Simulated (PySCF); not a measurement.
Assignment exercise: C6H5FSi

Cartesian coordinates in Å; atom numbers follow the order of the lines, from 1:
```xyz
13

C    -0.033   -0.106   -3.143
C    -0.082   -0.032   -1.943
C    -0.089    0.026   -0.547
C    -1.064    0.613    0.185
C    -0.915    0.582    1.622
C     0.193   -0.035    2.054
F     0.489   -0.154    3.364
Si    1.240   -0.689    0.610
H    -0.010   -0.160   -4.190
H    -1.927    1.090   -0.255
H    -1.655    1.031    2.268
H     1.316   -2.147    0.583
H     2.532   -0.019    0.498
```

PySCF 2.14.0 with density-fitted response routines calculation with geometry: GFN2-xTB and GIAO PBE0/pcSseg-1 shieldings; one computed conformer, in vacuum, equivalent nuclei averaged, relativity neglected.

Referencing at the same level of theory: 13C (σ = 186.93 ppm), 1H (σ = 31.72 ppm) vs TMS.

(1) Assign these signals to the numbered atoms. 13C{1H} NMR (computed): δ 186.1 (C), 161.7 (CH), 132.2 (CH), 117.4 (C), 93.6 (CH), 87.6 (C).

(2) Assign these signals to the numbered atoms. 1H NMR (400 MHz, computed): δ 7.31 (m, 1H), 6.55 (m, 1H), 4.59 (m, 2H), 3.14 (s, 1H).

Results:

(1) 
| δ (ppm) | atoms | environment | reason |
| --- | --- | --- | --- |
| 186.1 | C6 | fully substituted alkene carbon | – |
| 161.7 | C4 | alkene CH | the olefinic region |
| 132.2 | C5 | alkene CH | – |
| 117.4 | C3 | fully substituted alkene carbon | as expected for a trigonal carbon in a double bond |
| 93.6 | C1 | terminal alkyne carbon | sp carbons lie upfield of alkene carbons because the cylindrical π system leaves one tensor component strongly shielded |
| 87.6 | C2 | alkyne carbon | the triple bond shields along its axis, which puts it between sp3 and sp2 carbons |

(2) 
| δ (ppm) | atoms | environment | reason |
| --- | --- | --- | --- |
| 7.31 | H10 | hydrogen on an alkene CH | a vinylic proton, deshielded by the sp2 carbon and the C=C anisotropy |
| 6.55 | H11 | hydrogen on an alkene CH | – |
| 4.59 | H12/H13 | hydrogen on a silicon bonded to 2 C, in a 5-membered ring | – |
| 3.14 | H9 | hydrogen on a terminal alkyne carbon | it lies on the axis of the triple bond, in its shielding cone |

Splittings by 19F in the carbon and heteronuclear signals aren't shown, as no couplings were computed. Shifts are as computed. Against solution values, carbons near 30 ppm lie about +3 ppm off and those near 130 ppm about +5 ppm. Of 1211 compounds with measured shifts, 218 miss one by over three times the rms of a fit or turn the order of signals round; such compounds aren't used in these exercises. No couplings were computed; multiplicities are counted from neighbouring protons, with m where these are inequivalent, close in shift, in a saturated or five-membered ring or joined by F or P, and br s for small geminal =CH2 splittings.
